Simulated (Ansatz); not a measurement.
Species: H3AlS, SMILES `[AlH2][SH]` (H–Al–S–H torsion 180°) (charge 0, multiplicity 1).

Give a relaxed geometry from r2SCAN-D4/def2-TZVP (Ansatz, a quantum-chemistry and plane-wave program).

This is not unique; one that fits is the end point of this relaxation, one of several conformers (outside a Z-matrix the atoms follow the SMILES, hydrogens last).
Z-matrix (Å, degrees):
```
Al
H 1 1.5773
H 1 1.5799 2 124.55
S 1 2.1832 2 116.52 3 179.98
H 4 1.3447 1 93.58 2 -179.86
```
